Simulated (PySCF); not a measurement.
## Computed properties of Si(H)2(NH2)2 (H₆N₂Si), SMILES N[SiH2]N

Si(H)2(NH2)2 (H6N2Si), SMILES N[SiH2]N. Geometry optimised at PBE0-D3(BJ)/def2-TZVP. The values are those of a single conformer. All values are computed for the isolated molecule unless a solvent is named; none is compared with measurement here.

**Structure.** The optimised structure has C2 symmetry. All 21 harmonic modes at PBE0-D3(BJ)/def2-TZVP (PySCF) are real, so it is a minimum. With heavy atoms numbered as in [SiH2:1]([NH2:2])[NH2:3], the shortest bond between them is Si1–N2 at 1.711 Å and the longest Si1–N3 at 1.711 Å.

**Vibrations.** The strongest infrared lines (harmonic, unscaled, degenerate partners summed) lie at 981 cm⁻¹ (298 km/mol, H 65 %, Si 25 %, N 10 %), 2175 cm⁻¹ (212 km/mol, H 96 %), 334 cm⁻¹ (147 km/mol, H 86 %, N 12 %). The softest mode is at 206 cm⁻¹ and the zero-point energy is 43.5 kcal/mol.

**Electronic structure.** B3LYP/def2-TZVPD (PySCF) places the frontier levels at -7.03 and 0.01 eV, a gap of 7.04 eV, and gives a dipole moment of 0.66 D and a mean polarisability of 46.9 bohr³.

**Excitations.** TDA-ωB97X/def2-SVPD (PySCF) has S1 at 6.99 eV (177 nm, f = 0.029, weak); the most intense of the 10 singlets computed lies at 8.42 eV (f = 0.09). T1 (TDA) is at 6.76 eV, 0.23 eV under S1. No vertical singlet excitation falls in the visible range (under 3.1 eV).

**NMR.** GIAO shifts at PBE0/pcSseg-1 (PySCF) (non-relativistic, atoms alike by connectivity averaged): ¹H from 0.4 to 5.0 ppm against TMS; ²⁹Si at -42.3 ppm against TMS.
